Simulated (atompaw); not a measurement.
rhenium: variants of one PAW (atompaw) potential

Base potential:

Re (Z = 75), PAW, made with atompaw 4.2.0.5 (PBEsol, scalar-relativistic). Core [Kr] 4d10 4f14 5s2, reference 5p6 5d5 6s2 6p0. Waves: 6s (bound): rc 2.30 bohr; 6s channel at 1.65 Ry: rc 2.30 bohr; 5p (bound): rc 1.75 bohr; 6p (bound, empty): rc 1.95 bohr; 5d (bound): rc 2.30 bohr; 5d channel at 0.1 Ry: rc 1.70 bohr. Local part: bessel scheme, radius 2.20 bohr. Core correction: smooth core density matched at 2.15 bohr. Augmentation charge: besselshape compensation charge, radius 1.80 bohr; PAW radius 2.30 bohr; waves and projectors: custom polynom vanderbiltortho.

All-electron outer shells of the reference configuration (PBEsol, scalar-relativistic, ld1.x):

```tsv
shell	level (eV)	outermost node (bohr)	outermost maximum (bohr)
5s	-85.29	0.52	0.93
5p	-47.03	0.56	1.06
4f	-42.34	–	0.41
6s	-5.98	1.24	2.57
5d	-5.40	0.62	1.43
6p	-1.29	1.48	3.61
```

Cutoffs, loose and tight: the cutoffs (Ry, on a coarse ladder) from which the occupation-weighted sum of valence levels, in a spherical-Bessel basis at the reference potential, stays within 10 and 1 mRy of its value at 400 Ry. They see the waves, projectors and local potential, not the compensation charge or the core. A dash means not determined.

A true bound ghost makes a file unfit for plane-wave use even where its test errors are small: the radial tests pick states by their node count and pass the ghost by.

```csv
change,outcome,"cutoff, loose","cutoff, tight",bound ghosts
base,generated,35 Ry,45 Ry,s
wave 5d (bound): rc 2.30 bohr becomes 5d (bound): rc 1.18 bohr,generated,55 Ry,100 Ry,s
wave 5d (bound): rc 2.30 bohr becomes 5d (bound): rc 1.44 bohr,generated,35 Ry,55 Ry,s
wave 5d (bound): rc 2.30 bohr becomes 5d (bound): rc 1.56 bohr,generated,35 Ry,55 Ry,s
wave 5d (bound): rc 2.30 bohr becomes 5d (bound): rc 1.68 bohr,generated,35 Ry,55 Ry,s
wave 5d (bound): rc 2.30 bohr becomes 5d (bound): rc 1.88 bohr,generated,35 Ry,50 Ry,s
wave 5d (bound): rc 2.30 bohr becomes 5d (bound): rc 2.08 bohr,generated,35 Ry,45 Ry,s
wave 5d (bound): rc 2.30 bohr becomes 5d (bound): rc 2.22 bohr,generated,35 Ry,45 Ry,s
```
